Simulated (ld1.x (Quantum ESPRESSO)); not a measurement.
## Before and after: TM potential for aluminium

- Element: aluminium
- Generator: ld1.x (Quantum ESPRESSO) 7.5
- Type: norm-conserving Troullier–Martins (Kleinman–Bylander form)
- Functional: LDA (PZ)
- Relativity: scalar-relativistic
- Frozen core: [Ne]
- Valence charge: 3
- Reference configuration: 3s1.75 3p1.25
- Partial waves: 3s (bound): rc 1.55 bohr; 3p (bound): rc 2.75 bohr; 3d channel at 0.05 Ry: rc 2.45 bohr
- Local potential: all-electron potential smoothed inside 2.05 bohr (lloc = -1)
- Core correction: Bessel-smoothed model core inside 0.95 bohr

Change: all radii but the core radius scaled by about 0.85 (s 1.32, p 2.32, d 2.08 bohr); local potential all-electron potential smoothed inside 1.74 bohr (lloc = -1).

Cutoffs: the cutoffs (Ry, on a coarse ladder) from which the occupation-weighted sum of valence levels, in a spherical-Bessel basis at the reference potential, stays within 10 and 1 mRy of its value at 400 Ry; they do not see the model core or the augmentation charge, which bear on the density cutoff. Errors are all-electron minus pseudo energies relative to the spin-unpolarised reference configuration.

Q: How do hardness, ghosts and transferability respond?

A: The potential gets harder (21 Ry and 55 Ry → 40 Ry and 80 Ry); of the 9 tests that both files solve, the error grows in 4 and shrinks in 1 by more than 15 % and 0.3 meV (median size 1.3 → 0.9 meV); neither file shows a bound ghost. A smaller radius makes the pseudo-wave follow the all-electron one further in, where it bends more sharply, so more plane waves are needed.

```tsv
quantity	base	changed
cutoff, loose	21 Ry	40 Ry
cutoff, tight	55 Ry	80 Ry
loose cutoff by channel (10 mRy a level)	s 10 Ry, p 6 Ry	s 40 Ry, p 6 Ry
bound ghosts	none	none
error for 3s2 3p1, meV [ΔE -1.27 eV]	-0.1	-0.2
error for 3s2 3p0, meV [ΔE 4.58 eV]	+1.3	+0.9
error for 3s1 3p0, meV [ΔE 23.96 eV]	+17	+26
error for 3s2 3p1.3, meV [ΔE -1.87 eV]	+0.2	+0.2
error for 3s2 3p0.5, meV [ΔE 0.86 eV]	-0.2	-0.7
error for 3s1 3p1, meV [ΔE 10.40 eV]	+3.4	+3.4
error for 3s1 3p2, meV [ΔE 3.89 eV]	-1.3	-3.1
error for 3s1.75 3p1.25 (spin-polarised), meV [ΔE -0.33 eV]	+1.9	+2.2
error for 3s2 3p1 (spin-polarised), meV [ΔE -1.40 eV]	+0.7	+0.7
```
